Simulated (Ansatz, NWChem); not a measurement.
## From Ansatz to NWChem

Ansatz 0.2.0 runs this on C2H4OSi (SMILES O=C=C[SiH3]):

job.yaml:
```yaml
crystal:
  periodic: [false, false, false]
  atoms:
    - symbol: O
      position_ang: [1.434400, -1.284900, 1.947200]
    - symbol: C
      position_ang: [1.186900, -0.644700, 1.017800]
    - symbol: C
      position_ang: [0.866900, 0.072100, -0.027300]
    - symbol: Si
      position_ang: [-0.904900, 0.278600, -0.507900]
    - symbol: H
      position_ang: [1.678700, 0.527300, -0.583100]
    - symbol: H
      position_ang: [-1.291100, 1.713700, -0.489300]
    - symbol: H
      position_ang: [-1.142900, -0.245400, -1.878100]
    - symbol: H
      position_ang: [-1.735900, -0.474000, 0.465000]
basis:
  gaussian: {orbitals: def2-SVP}
hamiltonian: {xc: hf}
accuracy: high
output: {forces: true, orbitals: {seedname: orbitals}}
```

```bash
$ ansatz run job.yaml --threads 1 --pin off --max-ram 2610MiB --events-out events.jsonl --progress --plain --runs-dir runs
```

The shape is that of a PBE0-D4/def2-TZVP optimisation.

The shape is far from stationary at this level.

It gives a total energy of -441.627191 Eh.

Q: Write the same calculation for NWChem 7.3.0 as an input file of the program's own.

A: One way, which was run:

c2h4osi.nw:
```
start c2h4osi
memory 2200 mb
geometry units angstrom noautosym nocenter noautoz
   O      1.434400    -1.284900     1.947200
   C      1.186900    -0.644700     1.017800
   C      0.866900     0.072100    -0.027300
   Si    -0.904900     0.278600    -0.507900
   H      1.678700     0.527300    -0.583100
   H     -1.291100     1.713700    -0.489300
   H     -1.142900    -0.245400    -1.878100
   H     -1.735900    -0.474000     0.465000
end
basis spherical bse
   * library def2-SVP
end
scf
   thresh 1e-08
   maxiter 80
end
task scf gradient
```

```bash
$ nwchem c2h4osi.nw > c2h4osi.out
```

Its energy is -441.627191 Eh, 0.000 mEh from the first.
